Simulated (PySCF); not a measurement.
## Diatomics of C with the chalcogens

MP2 with double-zeta basis sets in PySCF, for the lowest determinant that a PBE0 search found; no spin–orbit coupling. De refers to high-spin ground-configuration atoms.

| M | basis | reference, frozen orbitals | state (unpaired electrons) | Re (Å) | ωe (cm⁻¹) | De (eV) |
| --- | --- | --- | --- | --- | --- | --- |
| O | jorge-DZP-DKH | RHF, 2 | singlet (closed shell) | 1.152 | 2102 | 10.90 |
| S | cc-pVDZ/cc-pV(D+d)Z | RHF, 6 | singlet (closed shell) | 1.553 | 1303 | 7.03 |
| Se | def2-SVP | RHF, 10 | singlet (closed shell) | 1.679 | 1079 | 6.02 |
| Te | x2c-SVPall | RHF, 19 | singlet (closed shell) | 1.898 | 902 | 4.63 |

The shortest bond is that of CO (1.152 Å), the longest that of TeC (1.898 Å). CO is bound most strongly (10.90 eV) and TeC least (4.63 eV).

The rows differ in basis set, which adds steps of its own.

Relativity is treated differently too: O spin-free X2C; S no relativity; Se no relativity; Te spin-free X2C.

Down a group bonds as a rule get longer and wavenumbers fall, partly through the reduced mass; this series shows no clear exception.

Correlated steps freeze the inner cores (2 to 19 orbitals); shallow outer-core shells are correlated. Correlated levels converge slowly with the basis: in double zeta they bind strong bonds too weakly, by up to about 1 eV, and carry superposition errors of some tenths. These are scalar-relativistic numbers at best; spin–orbit coupling would shift them, the dissociation energy most. Where the molecule has an RHF reference, its open-shell atoms are computed with UHF.
